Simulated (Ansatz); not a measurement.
Geometry optimisation, RKS PBE-D4/def2-SVP (Ansatz).

Input file:

```yaml
crystal:
  periodic: [false, false, false]
  atoms:
    - { symbol: Al, position_ang: [-0.8251, 1.5298, -0.325] }
    - { symbol: C, position_ang: [0.3825, 0.2351, 0.3629] }
    - { symbol: "N", position_ang: [1.4386, -0.0023, 1.157] }
    - { symbol: Sn, position_ang: [0.9637, -1.6722, 0.3297] }
    - { symbol: H, position_ang: [-2.0226, 1.1221, -1.3676] }
    - { symbol: H, position_ang: [-0.7445, 3.1188, 0.1066] }
    - { symbol: H, position_ang: [1.3781, -1.9382, -1.3316] }
    - { symbol: H, position_ang: [-0.4786, -2.4503, 1.0123] }
basis:
  gaussian: { orbitals: def2-SVP }
hamiltonian:
  xc: pbe
  dispersion: d4
relax:
  f_tol: 0.015
  max_steps: 40
```

Command:

```bash
$ ansatz run input.yaml --threads 2 --pin off --max-ram 3072MiB --backend cpu --events-out ev --progress --plain --runs-dir out
```

**Question.** Where does it end, and by what steps?

**Answer.** The forces met the threshold. After 22 steps the energy has fallen by 3.739 eV; H7 moved furthest, 1.91 Å. Joined: Al1–H7 (4.23 → 1.79 Å).

| step | energy less start (eV) | largest force component (eV/Å) | accepted |
| --- | --- | --- | --- |
| 0 | 0.0000 | 7.969 | yes |
| 1 | -1.1128 | 2.111 | yes |
| 2 | -1.5470 | 1.353 | yes |
| 3 | -1.9681 | 1.303 | yes |
| 4 | -2.3175 | 0.984 | yes |
| 5 | -2.5556 | 0.866 | yes |
| 6 | -2.5618 | 1.788 | yes |
| 7 | -2.6286 | 0.535 | yes |
| 8 | -2.6580 | 0.227 | yes |
| 9 | -2.6828 | 0.374 | yes |
| 10 | -2.7093 | 0.279 | yes |
| 11 | -2.7533 | 0.255 | yes |
| 12 | -2.8290 | 0.339 | yes |
| 13 | -2.9507 | 0.482 | yes |
| 14 | -3.1509 | 0.653 | yes |
| 15 | -3.4333 | 0.731 | yes |
| 16 | -3.6303 | 0.407 | yes |
| 17 | -3.7073 | 0.261 | yes |
| 18 | -3.7248 | 0.132 | yes |
| 19 | -3.7058 | 0.635 | no |
| 20 | -3.7366 | 0.063 | yes |
| 21 | -3.7377 | 0.061 | yes |
| 22 | -3.7388 | 0.011 | yes |

```xyz
8
Properties=species:S:1:pos:R:3
Al -0.610 1.014 -0.493
C 0.392 0.523 1.207
N 1.147 -0.156 1.820
Sn 1.294 -1.675 -0.109
H -2.154 0.628 -0.425
H 0.012 2.311 -1.184
H 0.325 -0.349 -1.189
H -0.314 -2.352 0.318
```

Whether the end is a true minimum wasn't checked by a vibrational analysis.

The run took 73 s on 2 threads of Arm Neoverse N1, with other jobs on the host, peak memory 0.16 GiB.
